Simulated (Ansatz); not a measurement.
Cost and result for the atomization energy of C$_{6}$H$_{11}$BO$_{3}$, SMILES `CC1=CC(C)=[O+][B-](C)(O)O1` (21 atoms, 21 bonds).

Z-matrix (Å, degrees):
```
C
C 1 1.488
H 1 1.088 2 112.2
H 1 1.092 2 109.3 3 -121.9
H 1 1.093 2 108.9 3 121.5
O 2 1.274 1 115.7 3 176.5
C 2 1.391 1 122.0 3 -1.2
B 6 1.560 2 121.7 1 168.0
C 7 1.391 2 118.0 1 167.5
H 7 1.079 2 120.6 1 -2.0
O 8 1.399 6 109.5 2 149.5
O 8 1.560 6 103.8 2 32.7
C 8 1.590 6 109.4 2 -84.0
C 9 1.488 7 122.0 2 -167.5
H 11 0.959 8 112.9 6 -56.6
H 13 1.093 8 110.4 6 -64.1
H 13 1.093 8 110.4 6 177.2
H 13 1.095 8 113.0 6 56.6
H 14 1.088 9 112.2 7 1.2
H 14 1.093 9 108.9 7 -120.3
H 14 1.092 9 109.3 7 123.1
```

Charge 0, multiplicity 1. The geometry is a stationary point of PBE0-D4/def2-TZVP. It is one conformer, not always the lowest. Program: Ansatz. All runs use 4 threads of an AMD EPYC 7R13 on a shared host and a share of an NVIDIA H100 80 GB. Times are those of one run each, without the atoms' runs, and a repeat can differ threefold. Electronic energies, without spin–orbit coupling; frozen cores. CCSD(T)/CBS adds CCSD(T) − MP2 in def2-TZVPP to the MP2 limit, and its time is that of the two runs behind it. T1 = 0.016. B3LYP takes the VWN-RPA correlation (the form of Gaussian; ORCA's B3LYP/G). HSE06 is the plane-wave form, built on full-range PBE exchange.

CCSD(T)/CBS is a level of theory with its own doubt, some kJ/mol a heavy atom from the limit and from the frozen cores, so smaller differences don't rank the functionals.

```json
{"level": "B2PLYP/def2-TZVPP", "functions": "464", "wall time": "3.9 s", "atomization (kcal/mol)": "2180.9", "difference from CCSD(T)/CBS": "-14.4", "per bond": "-0.7"}
{"level": "CCSD(T)/def2-SVP", "functions": "195", "wall time": "5.5 s", "atomization (kcal/mol)": "2110.3", "difference from CCSD(T)/CBS": "-85.0", "per bond": "-4.0"}
{"level": "PBE0-D4/def2-TZVPP", "functions": "464", "wall time": "6 s", "atomization (kcal/mol)": "2219.8", "difference from CCSD(T)/CBS": "24.5", "per bond": "1.2"}
{"level": "PBE-D4/def2-TZVPP (with forces)", "functions": "464", "wall time": "6.5 s", "atomization (kcal/mol)": "2266.6", "difference from CCSD(T)/CBS": "71.3", "per bond": "3.4"}
{"level": "ωB97X-V/def2-TZVPP", "functions": "464", "wall time": "7 s", "atomization (kcal/mol)": "2202.3", "difference from CCSD(T)/CBS": "7.0", "per bond": "0.3"}
{"level": "BLYP-D4/def2-TZVPP", "functions": "464", "wall time": "7.5 s", "atomization (kcal/mol)": "2204.1", "difference from CCSD(T)/CBS": "8.8", "per bond": "0.4"}
{"level": "B3LYP-D4/def2-TZVPP (with forces)", "functions": "464", "wall time": "8 s", "atomization (kcal/mol)": "2201.6", "difference from CCSD(T)/CBS": "6.3", "per bond": "0.3"}
{"level": "HSE06-D4/def2-TZVPP", "functions": "464", "wall time": "8.5 s", "atomization (kcal/mol)": "2221.5", "difference from CCSD(T)/CBS": "26.2", "per bond": "1.2"}
{"level": "BHLYP-D4/def2-TZVPP", "functions": "464", "wall time": "8.5 s", "atomization (kcal/mol)": "2130.1", "difference from CCSD(T)/CBS": "-65.2", "per bond": "-3.1"}
{"level": "MP2/def2-QZVPP", "functions": "900", "wall time": "9 s", "atomization (kcal/mol)": "2226.6", "difference from CCSD(T)/CBS": "31.3", "per bond": "1.5"}
{"level": "r2SCAN-D4/def2-TZVPP (with forces)", "functions": "464", "wall time": "9.5 s", "atomization (kcal/mol)": "2217.1", "difference from CCSD(T)/CBS": "21.8", "per bond": "1.0"}
{"level": "CCSD(T)/def2-TZVPP", "functions": "464", "wall time": "52 s", "atomization (kcal/mol)": "2144.5", "difference from CCSD(T)/CBS": "-50.8", "per bond": "-2.4"}
{"level": "CCSD(T)/CBS(def2)", "functions": "–", "wall time": "61 s", "atomization (kcal/mol)": "2195.3", "difference from CCSD(T)/CBS": "0.0", "per bond": "0.0"}
```

The D4 term adds +19.8 kcal/mol with B3LYP and +10.7 kcal/mol with PBE0; it sums over pairs of atoms, weighted by their polarisabilities, and B3LYP, whose exchange is more repulsive, gets the larger term. From PBE to PBE0 (25 % exact exchange), in def2-TZVPP and without D4, the atomization energy moves by −45.0 kcal/mol: exact exchange takes away binding that semilocal exchange gives to molecules. At CCSD(T), def2-SVP lies −85.0 kcal/mol from the extrapolated value and def2-TZVPP −50.8 kcal/mol: correlation converges slowly with the basis, and small sets miss more of it in the bonded molecule than in its fragments.
